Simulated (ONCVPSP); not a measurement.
# Scattering properties, ONCV potential for Al (Z = 13)

| Item | Value |
| --- | --- |
| Element | Al (Z = 13) |
| Generator | ONCVPSP 4.0.1 |
| Type | optimised norm-conserving Vanderbilt (ONCV) |
| Functional | LDA (Perdew-Wang 92) |
| Relativity | fully relativistic |
| Frozen core | [Ne] |
| Valence charge | 3 |
| Reference configuration | 3s2 3p1 |
| Partial waves | 3s: rc 2.10 bohr, ncon 4, nbas 7, qcut 2.8 1/bohr, local; 3p: rc 3.00 bohr, ncon 4, nbas 9, qcut 2.9 1/bohr, 2 projectors, debl 1.2 Ha |
| Local potential | the s channel |
| Core correction | Teter function, fcfact 1.75, rcfact 1.25 |

Open shells are filled in proportion to 2j + 1.

The phase is arctan(r·R′/R) of the radial function R(r), unwrapped; energies in Ha, scanned from -2 to 5 Ha. A pole is an energy at which the radial function vanishes at the test radius. The pseudo phase is shifted by a multiple of π to meet the all-electron one at the reference energy, and phase errors are pseudo minus all-electron; the curves can meet again beyond the range given. Levels narrower than the energy grid can be missing from the lists of poles.

Task: For each channel, where are the poles, and over which energies does the pseudopotential scatter like the atom?

Result:

| channel | radius (bohr) | reference energy (Ha) | poles, all-electron | poles, pseudo | unbroken range about the reference energy with phases within 0.05 rad | phase error 1 Ha above the reference energy (rad) |
| --- | --- | --- | --- | --- | --- | --- |
| s | 2.13 | -0.29 | 1.10 | 0.94, 4.30 | below 1.2 | -0.021 |
| p3/2 | 3.05 | -0.10 | 0.38, 2.73 | 0.38, 2.66 | below 3.3 | -0.000 |
| p1/2 | 3.05 | -0.10 | 0.38, 2.73 | 0.38, 2.66 | below 3.3 | -0.000 |

Phases in the p3/2 channel:

| E (Ha) | all-electron | pseudo |
| --- | --- | --- |
| -1.98 | 1.361 | 1.360 |
| -1.80 | 1.346 | 1.346 |
| -1.62 | 1.329 | 1.328 |
| -1.44 | 1.307 | 1.306 |
| -1.26 | 1.278 | 1.278 |
| -1.08 | 1.239 | 1.238 |
| -0.90 | 1.181 | 1.180 |
| -0.72 | 1.086 | 1.085 |
| -0.54 | 0.899 | 0.899 |
| -0.36 | 0.422 | 0.421 |
| -0.18 | -0.597 | -0.597 |
| 0.00 | -1.198 | -1.198 |
| 0.18 | -1.432 | -1.432 |
| 0.36 | -1.560 | -1.560 |
| 0.54 | -1.658 | -1.658 |
| 0.72 | -1.760 | -1.760 |
| 0.90 | -1.908 | -1.908 |
| 1.08 | -2.226 | -2.226 |
| 1.26 | -3.153 | -3.155 |
| 1.44 | -4.060 | -4.063 |
| 1.62 | -4.362 | -4.365 |
| 1.80 | -4.492 | -4.495 |
| 1.98 | -4.565 | -4.569 |
| 2.16 | -4.614 | -4.619 |
| 2.34 | -4.651 | -4.657 |
| 2.52 | -4.681 | -4.689 |
| 2.70 | -4.708 | -4.718 |
| 2.88 | -4.733 | -4.748 |
| 3.06 | -4.759 | -4.781 |
| 3.24 | -4.788 | -4.824 |
| 3.42 | -4.823 | -4.887 |
| 3.60 | -4.870 | -5.008 |
| 3.78 | -4.945 | -5.361 |
| 3.96 | -5.090 | -6.738 |
| 4.14 | -5.498 | -7.444 |
| 4.32 | -6.708 | -7.622 |
| 4.50 | -7.372 | -7.701 |
| 4.68 | -7.572 | -7.746 |
| 4.86 | -7.662 | -7.777 |
